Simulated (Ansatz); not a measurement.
# Cost against result

Saddle point of GaSiH7O, closed shell (GaH₃O ([OH][GaH2]) + SiH₄ → GaSiH₅ ([SiH3][GaH2]) + H₂O (still joined by a long Ga–O bond); bonds formed: Ga1–Si6, O2–H5; bonds broken: H5–Si6; bonds weakened to dative contacts: Ga1–O2), PBE0-D4/def2-TZVP structure:

```
10
angstrom
Ga -0.5891 -0.1734 -1.2150
O 0.4532 1.4782 -1.1131
H 0.2094 -1.3148 -1.9185
H -2.1128 0.1292 -1.1775
H 0.4362 0.7942 0.0178
Si 0.0950 -0.3685 1.3883
H 1.3261 1.4107 -1.5142
H 1.4505 -0.7840 1.8413
H -0.7120 -1.6237 1.2476
H -0.5565 0.4520 2.4432
```

Barriers are electronic and count from the start structure reached by relaxing down the imaginary mode.

Ansatz 0.2.0; basis: as named in each row; cores frozen in the correlated methods. Filled d shells of the heavier atoms are correlated. The def2 sets are not built for correlating such inner shells, so the correlated values are less sure here. B3LYP uses VWN-RPA correlation. Extrapolation: Hartree–Fock as exp(−7.88 √X), correlation as X^−2.97.

Times are rough, for one single point on 4 threads of a shared host (Arm Neoverse V2).

The estimate by CCSD(T) at an estimated basis limit (MP2 extrapolated from triple and quadruple zeta, plus CCSD(T) − MP2 in triple zeta) is 1.395 eV.

```csv
method,basis,time (s),barrier (eV),method less estimate
HF,STO-3G,under 1,2.239,0.844
SPW92,def2-SVP,under 1,0.660,-0.734
PBE-D4,STO-3G,under 1,1.252,-0.143
PBE-D4,def2-SVP,under 1,0.948,-0.447
B3LYP-D4,6-31G,under 1,1.286,-0.108
SPW92,def2-TZVPP,under 1,0.728,-0.666
PBE0-D4,def2-SVP,under 1,1.117,-0.278
PBE-D4,def2-TZVPP,1,0.996,-0.399
BLYP-D4,def2-TZVPP,1,1.261,-0.133
B3LYP-D4,def2-TZVPP,2,1.366,-0.029
BHLYP-D4,def2-TZVPP,2,1.570,0.175
PBE0-D4,def2-TZVPP,2,1.158,-0.237
CAM-B3LYP-D4,def2-TZVPP,2,1.430,0.035
r2SCAN-D4,def2-TZVPP,3,1.151,-0.244
CCSD(T),def2-SVP,3,1.540,0.145
r2SCAN0-D4,def2-TZVPP,3,1.265,-0.130
RPA on PBE,def2-TZVPP,3,1.426,0.031
B2PLYP,def2-TZVPP,3,1.435,0.040
PBE-QIDH,def2-TZVPP,3,1.330,-0.065
wB97M-V,def2-SVP,4,1.313,-0.082
wB97X-V,def2-TZVPP,5,1.406,0.011
wB97M-V,def2-TZVPP,6,1.388,-0.006
B97M-V,def2-TZVPP,6,1.297,-0.098
MP2,def2-QZVPP,14,1.413,0.018
CCSD(T),def2-TZVPP,62,1.427,0.033
```

All methods are single points on the PBE0-D4 structures.

No T1 diagnostic of these runs exceeds 0.015.

Labels in which every atom is bracketed show which atoms are joined, not bond orders.
